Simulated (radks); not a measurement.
Results of a calculation; reference values are marked as such.
Question: The mean radii <r> (bohr) of the occupied orbitals of an atom or ion are listed with their occupations. Code: a radial shooting solver on a logarithmic mesh with Libxc functionals. Model: scalar-relativistic Kohn-Sham, PBE, spin-unpolarised, spherical densities, point nucleus.

orbital  occ.      <r>
1s          2  0.03094
2s          1   0.1260

Name the element and its charge.

Answer: Z = 47, silver, charge +44: Ag44+ in [He] 2s1. The 1s radius gives Z: for a bare nucleus <r> = (2 gamma + 1)/(2Z) with gamma = sqrt(1 - (Z/c)^2), 0.03062 bohr for Z = 47, and screening makes it slightly larger (0.03094 here). The occupations add up to 3, and the charge is Z minus that.
